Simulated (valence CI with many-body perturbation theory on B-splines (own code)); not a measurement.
# Os45+: key properties

Method: valence CI with perturbative core correlation (CI+MBPT): three valence electrons over a frozen Dirac-Fock core [Ar] 3d10, a basis of 11 s, 11 p, 10 d, 8 f, 5 g, 2 h functions for each j, with the one-electron correlation potential Σ1 (screened to all orders), the two-electron term Σ2, the three-electron term Σ3, Breit, model QED; selected single and double excitations, second order for the rest, scaled by the run's own slope (own B-spline code, finite nucleus).

No measured spectrum was set against this ion. As an estimate, large intervals hold to a few tenths of a per cent, small ones and those within an open d or f shell to about a per cent.

Levels are named by their leading jj configuration (3d3/2^4 stands for four electrons in 3d with j = 3/2), which in mixed levels can hold well under half, so a name can repeat and another be missing.

Rates and lifetimes use the calculated energies. Strong lines usually hold to 10 to 20 %, long lifetimes can be off by a factor of two.

Question: What is the ground level?

Answer: (4s^2 4p1/2) J=1/2, composition 100 % 4s²4p ²P°, g = 0.658.

Question: Name the longest-lived excited levels whose lifetime is computed, and their main decay.

Answer: (4s 4p3/2 4d5/2) J=9/2 at 496.40 eV lives 159 ns, mostly by M1 to (4s 4p1/2 4d5/2) J=7/2; (4s^2 4p3/2) J=3/2 at 113.24 eV lives 137 ns, mostly by M1 to (4s^2 4p1/2) J=1/2.

Question: How well does LS coupling describe the low levels?

Answer: Among the lowest 20 levels the leading LS term, summed over configurations, holds 66 % on average. For single configurations the figures are 64 % in LS and 95 % in jj coupling. Terms mix most in the J = 3/2 level at 383.88 eV, where the leading one holds 37 %.

Question: What is the ionisation energy?

Answer: 2401.3 eV; NIST lists 2400 ± 4 eV (theoretical).

Question: Among levels below 888.07 eV, which E1 lines absorb most strongly from the ground level?

Answer: to (4s^2 4d3/2) J=3/2 at 4.408 nm, f = 0.835; to (4s 4p1/2 4p3/2) J=3/2 at 5.574 nm, f = 0.413; to (4s 4p1/2 4p3/2) J=1/2 at 5.512 nm, f = 0.384.

Question: Where does the other parity begin?

Answer: At (4s 4p1/2^2) J=1/2, 101.94 eV.
